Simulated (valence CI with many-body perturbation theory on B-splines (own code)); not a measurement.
**E1 line list for Er LXIII**

Method: relativistic CI+MBPT: four valence electrons over a frozen Dirac-Fock core [He], a basis of 11 s, 11 p, 10 d, 8 f, 5 g, 2 h functions for each j, with the one-electron correlation potential Σ1, the two-electron term Σ2, the three-electron term Σ3, Breit, model QED; selected CI, second order for the rest, scaled by the run's own slope (own B-spline code, finite nucleus).

No measured spectrum was set against this ion. As an estimate, large intervals hold to a few tenths of a per cent, small ones and those within an open d or f shell to about a per cent. Among the levels kept, up to 920 cm⁻¹ of a level comes from second order outside the variational space, and about a tenth of that is noise between levels of different J, which matters for small intervals.

Lines 151 to 200 of 543 in falling wavelength, among levels below 93028 × 10³ cm⁻¹, chosen from the strongest by gf and those to the six lowest levels. Wavelengths and rates use the calculated energies. Electric multipoles are in the length gauge, E1 and E2 with the static RPA response of the core. Weak lines are less certain than strong ones. Lines between different terms over intervals too small for the method are left out, as are lines whose strength nearly cancels. The highest levels of a list are the least certain.

Levels are named by their leading jj configuration (3d3/2^4 stands for four electrons in 3d with j = 3/2), which in mixed levels can hold well under half, so a name can repeat and another be missing. Letters in brackets count levels of one name in rising energy.

```
λ vac (nm)                           Upper                           Lower   A (s⁻¹)  S (a.u.)
     1.030   (2p1/2 2p3/2^2 3p3/2) J=3 [b]  (2s 2p1/2 2p3/2 3p3/2) J=2 [d]  2.00e+12  7.54e-03
     1.024   (2p1/2 2p3/2^2 3p1/2) J=2 [a]  (2s 2p1/2 2p3/2 3p1/2) J=1 [b]  2.68e+12  7.10e-03
     1.021   (2p1/2 2p3/2^2 3d3/2) J=3 [a]  (2s 2p1/2 2p3/2 3d3/2) J=2 [c]  1.24e+12  4.56e-03
     1.019          (2p1/2 2p3/2^2 3s) J=3     (2s 2p1/2 2p3/2 3s) J=2 [c]  2.94e+12  1.07e-02
     1.018          (2s 2p1/2 2p3/2^2) J=3          (2s^2 2p1/2 2p3/2) J=2  1.21e+12  4.40e-03
     1.018   (2p1/2 2p3/2^2 3d3/2) J=3 [b]  (2s 2p1/2 2p3/2 3d3/2) J=2 [d]  2.38e+12  8.70e-03
     1.016       (2p1/2 2p3/2^2 3p3/2) J=4  (2s 2p1/2 2p3/2 3p3/2) J=3 [c]  3.67e+12  1.71e-02
     1.015   (2p1/2 2p3/2^2 3p1/2) J=2 [b]  (2s 2p1/2 2p3/2 3p1/2) J=1 [c]  3.41e+12  8.81e-03
     1.013      (2s 2p3/2^2 3p3/2) J=2 [a]          (2s^2 2p3/2 3p3/2) J=1  1.53e+12  3.92e-03
     1.012       (2p1/2 2p3/2^2 3p1/2) J=3  (2s 2p1/2 2p3/2 3p1/2) J=2 [c]  3.42e+12  1.23e-02
     1.012       (2p1/2 2p3/2^2 3d3/2) J=4  (2s 2p1/2 2p3/2 3d3/2) J=3 [c]  3.01e+12  1.39e-02
     1.002      (2p1/2 2p3/2^2 3s) J=2 [b]     (2s 2p1/2 2p3/2 3s) J=1 [b]  2.14e+12  5.31e-03
     1.000   (2p1/2 2p3/2^2 3p3/2) J=2 [b]  (2s 2p1/2 2p3/2 3p3/2) J=1 [d]  3.30e+12  8.15e-03
    0.9930                (2s 2p3/2^3) J=2              (2s^2 2p3/2^2) J=2  4.22e+12  1.02e-02
    0.9879      (2s 2p3/2^2 3d5/2) J=4 [b]          (2s^2 2p3/2 3d5/2) J=3  1.49e+12  6.38e-03
    0.9878      (2s 2p3/2^2 3p3/2) J=3 [b]          (2s^2 2p3/2 3p3/2) J=2  1.76e+12  5.86e-03
    0.9869           (2p1/2^2 2p3/2^2) J=2          (2s 2p1/2^2 2p3/2) J=1  3.73e+12  8.85e-03
    0.9858             (2p1/2 2p3/2^3) J=1      (2s 2p1/2 2p3/2^2) J=1 [a]  5.51e+12  7.81e-03
    0.9849  (2s 2p1/2 2p3/2 3d5/2) J=3 [c]          (2s^2 2p1/2 3d5/2) J=2  4.70e+12  1.55e-02
    0.9841  (2s 2p1/2 2p3/2 3p3/2) J=2 [c]          (2s^2 2p1/2 3p3/2) J=1  4.68e+12  1.10e-02
    0.9835  (2s 2p1/2 2p3/2 3d5/2) J=4 [c]          (2s^2 2p1/2 3d5/2) J=3  4.51e+12  1.91e-02
    0.9833      (2s 2p3/2^2 3d5/2) J=2 [a]          (2s^2 2p3/2 3d5/2) J=1  1.95e+12  4.57e-03
    0.9816  (2s 2p1/2 2p3/2 3p3/2) J=3 [c]          (2s^2 2p1/2 3p3/2) J=2  4.84e+12  1.58e-02
    0.9811      (2s 2p3/2^2 3d5/2) J=3 [c]          (2s^2 2p3/2 3d5/2) J=3  2.81e+12  9.15e-03
    0.9805   (2p1/2 2p3/2^2 3p3/2) J=1 [c]  (2s 2p1/2 2p3/2 3p3/2) J=1 [c]  2.89e+12  4.04e-03
    0.9802       (2p1/2^2 2p3/2 3d5/2) J=2          (2s 2p1/2^2 3d5/2) J=2  2.80e+12  6.51e-03
    0.9796       (2p1/2^2 2p3/2 3p3/2) J=1          (2s 2p1/2^2 3p3/2) J=1  3.42e+12  4.76e-03
    0.9792             (2p1/2 2p3/2^3) J=2      (2s 2p1/2 2p3/2^2) J=2 [b]  7.53e+12  1.75e-02
    0.9784                   (2p3/2^4) J=0                (2s 2p3/2^3) J=1  1.70e+13  7.86e-03
    0.9783      (2s 2p3/2^2 3d5/2) J=3 [a]          (2s^2 2p3/2 3d3/2) J=3  1.59e+12  5.14e-03
    0.9781      (2s 2p3/2^2 3p3/2) J=2 [c]          (2s^2 2p3/2 3p3/2) J=2  4.72e+12  1.09e-02
    0.9774  (2s 2p1/2 2p3/2 3d3/2) J=2 [c]          (2s^2 2p1/2 3d3/2) J=2  3.32e+12  7.64e-03
    0.9770   (2p1/2 2p3/2^2 3p3/2) J=3 [b]  (2s 2p1/2 2p3/2 3p3/2) J=3 [b]  2.90e+12  9.33e-03
    0.9769   (2p1/2 2p3/2^2 3p3/2) J=2 [c]  (2s 2p1/2 2p3/2 3p3/2) J=2 [d]  3.92e+12  9.03e-03
    0.9769  (2s 2p1/2 2p3/2 3d3/2) J=2 [d]          (2s^2 2p1/2 3d3/2) J=1  4.49e+12  1.03e-02
    0.9767     (2s 2p1/2 2p3/2 3s) J=1 [b]             (2s^2 2p1/2 3s) J=1  4.93e+12  6.80e-03
    0.9764  (2s 2p1/2 2p3/2 3d3/2) J=1 [e]          (2s^2 2p1/2 3d3/2) J=1  3.28e+12  4.52e-03
    0.9764  (2s 2p1/2 2p3/2 3p1/2) J=1 [b]          (2s^2 2p1/2 3p1/2) J=1  5.76e+12  7.94e-03
    0.9762       (2p1/2^2 2p3/2 3p3/2) J=3          (2s 2p1/2^2 3p3/2) J=2  3.78e+12  1.22e-02
    0.9762       (2p1/2^2 2p3/2 3d5/2) J=4          (2s 2p1/2^2 3d5/2) J=3  3.35e+12  1.39e-02
    0.9756  (2s 2p1/2 2p3/2 3d3/2) J=3 [c]          (2s^2 2p1/2 3d3/2) J=2  4.34e+12  1.39e-02
    0.9744  (2s 2p1/2 2p3/2 3p1/2) J=2 [c]          (2s^2 2p1/2 3p1/2) J=1  5.06e+12  1.15e-02
    0.9739  (2s 2p1/2 2p3/2 3p1/2) J=1 [c]          (2s^2 2p1/2 3p1/2) J=0  5.41e+12  7.40e-03
    0.9734       (2p1/2^2 2p3/2 3d3/2) J=2          (2s 2p1/2^2 3d3/2) J=2  1.96e+12  4.45e-03
    0.9734  (2s 2p1/2 2p3/2 3d5/2) J=3 [d]          (2s^2 2p1/2 3d5/2) J=3  5.08e+12  1.62e-02
    0.9733      (2p1/2 2p3/2^2 3s) J=1 [b]     (2s 2p1/2 2p3/2 3s) J=2 [c]  4.79e+12  6.53e-03
    0.9724   (2p1/2 2p3/2^2 3p1/2) J=1 [b]  (2s 2p1/2 2p3/2 3p1/2) J=2 [c]  4.98e+12  6.78e-03
    0.9713  (2s 2p1/2 2p3/2 3d5/2) J=2 [c]          (2s^2 2p1/2 3d5/2) J=2  3.89e+12  8.79e-03
    0.9711       (2p1/2^2 2p3/2 3p1/2) J=2          (2s 2p1/2^2 3p1/2) J=1  2.11e+12  4.77e-03
    0.9711  (2s 2p1/2 2p3/2 3d5/2) J=2 [d]          (2s^2 2p1/2 3d5/2) J=3  4.30e+12  9.71e-03
```
